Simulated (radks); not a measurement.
Species: the cadmium ion Cd+. Configuration: [Kr] 4d8 5s1 5p2 (not the ground configuration). All-electron calculation, scalar-relativistic Kohn-Sham, r2SCAN, spin-polarised, spherical densities, finite nucleus; open shells are filled with parallel spins first (spin-orbit coupling, left out, can overturn this in heavy ions); meta-GGA in the generalised Kohn-Sham scheme; Fermi nuclear charge, rms radius 4.6087 fm. Program: a radial shooting solver on a logarithmic mesh with Libxc functionals.

Normalised radial functions P(r) = r R(r), r in bohr:

```
   r/bohr * 4d down (the largest magnitude, 0.999, reaches the edge; | marks zero)
 0.003302                             *
 0.003813                             *
 0.004404                             *
 0.005127                             *
 0.005921                             *
 0.006838                             *
 0.007897                             *
 0.009121                             *
  0.01053                             *
  0.01216                             *
  0.01405                             *
  0.01622                             *
  0.01874                             *
  0.02164                             *
  0.02499                             *
  0.02886                             *
  0.03333                             |*
   0.0385                             |*
  0.04446                             |*
  0.05134                             | *
   0.0593                             |  *
  0.06848                             |   *
  0.07909                             |    *
  0.09134                             |     *
   0.1063                             |       *
   0.1228                             |        *
   0.1418                             |          *
   0.1638                             |            *
   0.1891                             |             *
   0.2184                             |             *
   0.2523                             |            *
   0.2914                             |          *
   0.3365                             |       *
   0.3886                             |  *
   0.4488                          *  |
   0.5183                   *         |
   0.5986             *               |
   0.6913       *                     |
   0.7983    *                        |
    0.922  *                          |
    1.065  *                          |
     1.23     *                       |
     1.42        *                    |
     1.64             *               |
    1.894                 *           |
    2.205                     *       |
    2.547                        *    |
    2.941                          *  |
    3.397                           * |
    3.923                            *|
     4.53                             *
    5.232                             *
    6.042                             *
    6.978                             *
    8.059                             *
    9.307                             *
```

4d down: eigenvalue -30.210 eV, 1 radial node at r = 0.415 bohr, <r> = 1.17 bohr, 90 % of the charge inside 1.82 bohr.
